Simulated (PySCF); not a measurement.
Species: CH3Si (charge -1, singlet). It need not be the lowest isomer of its formula. Whether it binds its extra electron was not tested at this geometry. SMILES: C=[SiH-]
Geometry from a B3LYP-D3(BJ)/def2-TZVP (Ansatz) optimisation:
```xyz
5

C     -1.1106     0.0255    -0.0478
Si     0.6494    -0.1171     0.0297
H     -1.6901     0.9483    -0.0880
H     -1.7425    -0.8651    -0.0598
H      1.0043     1.4034     0.0193
```
Charge -1, spin multiplicity 1.

Dispersion corrections to the total energy (kcal/mol) from the dftd3 and dftd4 libraries through PySCF: D3(BJ) without and D4 with the three-body term, each with the damping fitted for the functional named.

| functional | D3(BJ) | D4 |
|---|---|---|
| PBE | -1.69 | -2.31 |
| r2SCAN | -0.42 | -0.51 |
| BLYP | -3.78 | -5.29 |
| TPSS | -2.13 | -3.13 |
| BP86 | [?] | -3.01 |
| B2GP-PLYP | -1.34 | [?] |
| revPBE | -4.38 | [?] |

**Question.** Fill in the missing entries.

**Answer.** 
- BP86, D3(BJ): -2.79
- B2GP-PLYP, D4: -0.93
- revPBE, D4: -7.84
